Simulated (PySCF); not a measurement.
## OsH₆, singlet: structure and spectrum

Method: PySCF, PBE0, basis Os def2-TZVP with ECP60, H def2-TZVP (scalar-relativistic core potentials, no spin–orbit coupling, density fitting).

The structure is a higher-order saddle point with 4 imaginary modes.

```xyz
7
charge 0 multiplicity 1, angstrom
Os    0.0000    0.0000    0.0000
H     1.2107    0.0000    1.0774
H    -0.6053    1.0485    1.0774
H    -0.6054   -1.0485    1.0774
H     1.2107    0.0000   -1.0774
H    -0.6053    1.0485   -1.0774
H    -0.6054   -1.0485   -1.0774
```

```json
{
  "Point group": "D3h",
  "Bond lengths": "Os–H 1.621 Å (×6)",
  "Bond angles": "H–Os–H 80.6° (×6), H–Os–H 83.3° (×3), H–Os–H 136.1° (×6)",
  "Zero-point energy (real modes)": "106.9 kJ/mol",
  "Highest occupied level": "-7.74 eV",
  "Rotational constants": "1.902, 1.472, 1.472 cm⁻¹",
  "Principal polarisabilities": "46.5, 46.5, 50.9 bohr³",
  "Lowest empty level": "-3.90 eV",
  "Atomisation energy without zero-point energy": "1536 kJ/mol",
  "Principal quadrupole moments (Buckingham, traceless) about the centre of mass": "-3.04, 1.52, 1.52 D Å",
  "Dipole moment": "0.00 D"
}
```

Harmonic modes (masses in u: Os 191.961, H 1.008):
```json
{"symmetry": "e''", "ω (cm⁻¹)": "734i", "IR (km/mol, summed over degenerate members)": "–", "type": "bend"}
{"symmetry": "e'", "ω (cm⁻¹)": "475i", "IR (km/mol, summed over degenerate members)": "–", "type": "bend"}
{"symmetry": "a2''", "ω (cm⁻¹)": "720", "IR (km/mol, summed over degenerate members)": "56.4", "type": "bend"}
{"symmetry": "a1'", "ω (cm⁻¹)": "961", "IR (km/mol, summed over degenerate members)": "0.0", "type": "bend"}
{"symmetry": "e'", "ω (cm⁻¹)": "1016", "IR (km/mol, summed over degenerate members)": "11.6", "type": "bend"}
{"symmetry": "a1''", "ω (cm⁻¹)": "1249", "IR (km/mol, summed over degenerate members)": "0.0", "type": "bend"}
{"symmetry": "e'", "ω (cm⁻¹)": "2113", "IR (km/mol, summed over degenerate members)": "138", "type": "stretch"}
{"symmetry": "a2''", "ω (cm⁻¹)": "2129", "IR (km/mol, summed over degenerate members)": "20.7", "type": "stretch"}
{"symmetry": "e''", "ω (cm⁻¹)": "2158", "IR (km/mol, summed over degenerate members)": "0.0", "type": "stretch"}
{"symmetry": "a1'", "ω (cm⁻¹)": "2241", "IR (km/mol, summed over degenerate members)": "0.0", "type": "stretch"}
```

In D3h the vibrations span 2e'' + 3e' + 2a2'' + 2a1' + a1''. The a1', a1'', e'' modes carry no infrared intensity, as symmetry demands.

Charges (e):
```tsv
atom	Mulliken	Löwdin	polar tensor	Mayer order to Os1
Os1	0.06	0.02	0.16	–
H2,3,4,5,6,7	-0.01	0.00	-0.03	0.88
```

Mulliken populations on Os1 (electrons outside its core potential): s 2.89, p 6.39, d 6.62, f 0.02.

This need not be the most stable arrangement of these atoms. At this level a singlet minimum of Cs symmetry lies 156 kJ/mol below this structure. No spin–orbit coupling is included, which matters more the heavier the element.

The final relaxation and frequency run took about 40 core-seconds on a shared host.
